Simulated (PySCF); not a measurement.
C₆ coefficients of unlike pairs at UHF

Calculated with PySCF 2.14 from the dipole response of each species, C₆(A,B) = (3/π) ∫ α_A(iu) α_B(iu) du, in atomic units, from isotropic polarisabilities. For ions this is the dispersion term alone; charge-induced terms of lower order in 1/R come first.

```tsv
species	configuration	basis	relativity	α (bohr³)	C₆ (like pair)
Ag	[Kr] 4d10 5s1 (2S)	aug-cc-pVTZ-PP with ECP28MDF (6s6p5d3f2g)	core potential	82.93	683.3
Te²⁺	[Kr] 4d10 5s2 5p2 (3P)	aug-cc-pVQZ-PP with ECP28MDF (7s7p5d3f2g)	core potential	15.51	102.1
Mg⁺	[Ne] 3s1 (2S)	aug-cc-pCVQZ (10s9p7d5f3g)	none	38.82	179.6
Ca	[Ar] 4s2 (1S)	aug-cc-pwCVQZ-X2C (11s10p8d6f3g)	spin-free X2C	182.8	2717
```

(1) Estimate C₆ for Mg⁺ with Te²⁺.

No spin-orbit coupling is included.

The other pairs:

```csv
pair,C₆
"Te²⁺, Ag",227.1
"Ca, Mg⁺",687.1
"Ca, Te²⁺",398.4
"Ca, Ag",1339
"Mg⁺, Ag",347.0
```

Results:

(1) The integral gives 113.4. The combination rule 2 C_A C_B / (C_A α_B/α_A + C_B α_A/α_B) gives 112.1 and the geometric mean 135.4.
